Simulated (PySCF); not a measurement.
ZrF2, SMILES [F][Zr][F] (connectivity only; charge and spin as stated), neutral, multiplicity 3. Geometry optimised at PBE0-D3(BJ)/def2-TZVP. The multiplicity is an assumed one; other spin states were not compared. The def2 effective core potentials stand for the cores of Zr; spin–orbit coupling is left out.

These are PBE0-D3(BJ)/def2-TZVP (PySCF 2.14.0) values and carry that method's errors.

Harmonic wavenumbers (cm⁻¹): 116, 638, 651. Rotational constants (GHz): 33.73, 4.308, 3.820; symmetry number 2.

Task: Work out the zero-point energy and the ideal-gas rigid-rotor harmonic-oscillator thermochemistry at 298.15 K and 1 atm.

Result: ZPE = ½ Σ hcν = ½ × 1406 cm⁻¹ = 2.01 kcal/mol. H − E(el) = 4.99 kcal/mol. Entropy in cal/(mol K): translation 40.48, rotation 22.50, vibration 3.92, spin 2.18, total 69.08. G − E(el) = -15.60 kcal/mol. Cp = 11.76 cal/(mol K). Modes under 150 cm⁻¹ make the vibrational entropy uncertain.
